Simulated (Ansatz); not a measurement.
Ansatz (a quantum-chemistry and plane-wave program) input:
A basis named .json is the Basis Set Exchange file of that set.

Ansatz 0.2 input:
```yaml
crystal:
  periodic: [false, false, false]
  atoms:
    - {symbol: Te, position_ang: [-0.02177081, 0.04093935, -1.34056266]}
    - {symbol: Te, position_ang: [0.01279236, -0.01002261, 1.31143438]}
    - {symbol: H, position_ang: [0.46687945, -1.60767013, 1.51467034]}
basis:
  gaussian:
    orbitals: def2-QZVPP.json
hamiltonian:
  xc: {name: PBE0}
magnetization: {spin_polarized: true, initial_magnetization: 1}
```

Q: Which total energy does the run end on?

A: -536.68967 Eh (PBE0/def2-QZVPP). The basis has 194 functions.

It need not be the lowest isomer of its formula.
